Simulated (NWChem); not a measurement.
Molecule: AlIF2; SMILES [Al]([F])([I])[F]

```xyz
4

Al     0.0000     0.0000     1.3501
F      0.0000    -1.4145     2.1996
F      0.0000     1.4145     2.1996
I      0.0000     0.0000    -1.0782
```
Atoms are numbered in this order, from 1.

Computed with NWChem. All runs use the structure optimised with PBE0/def2-SVP. No frequency run checked for a minimum. def2 effective core potentials on I; no spin-orbit coupling. Ions are spin-unrestricted doublets at the neutral geometry; other ion states weren't tried.

Question: Predict the results for PBE/def2-SVP. Quantities: vertical ionisation energy, ΔSCF (eV); −ε(HOMO) (eV).

Answer: 
```yaml
vertical ionisation energy, ΔSCF (eV): 10.60
"−ε(HOMO) (eV)": 7.13
```
